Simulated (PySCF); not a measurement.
Cl3Ga, SMILES [Cl][Ga]([Cl])[Cl] (connectivity only; charge and spin as stated), charge -1, multiplicity 2.

Geometry: PBE0-D3(BJ)/def2-SVPD. The multiplicity is an assumed one; other spin states were not compared. The isomer is the one that the SMILES or the coordinates give; other isomers of the formula were not compared.

These are C-PCM-PBE0/def2-SVPD (PySCF) values and carry that method's errors.

The values are the electrostatic part of the solvation free energy, E(continuum) − E(gas) at the gas-phase geometry, in a cavity of scaled van der Waals radii (PySCF's table); cavitation and dispersion terms are not included. A continuum can't describe solvent molecules that bind to the metal.

```tsv
solvent	ε	ΔG(elec) (kcal/mol)
water	78.36	…
tetrahydrofuran	7.43	-41.8
diethylether	4.24	-36.9
```

Question: Complete the blanks. (Estimate from the structure and the level; the computed values follow.)

Answer: 
- water, ΔG(elec) (kcal/mol): -47.8
